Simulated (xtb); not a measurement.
methyl 2-iodoprop-2-enoate (C₄H₅IO₂), SMILES C(C(OC)=O)(I)=C. All values are semi-empirical tight-binding results from xtb (GFN2-xTB unless named), good for trends rather than for accurate numbers. Geometry optimised at GFN2-xTB. The values are those of a single conformer.

Computed properties:
- point group as xtb finds it: Cs
- orbital gap: 3.16 eV
- zero-point energy: 51.3 kcal/mol
- G − E(el) at 298.15 K (modified RRHO): 29.3 kcal/mol
- static polarisability (D4 model): 88.2 bohr³
- solvation energy, GFN2-xTB/ALPB(water): -4.9 kcal/mol
- solvation energy, GFN2-xTB/ALPB(acetonitrile): -9.3 kcal/mol
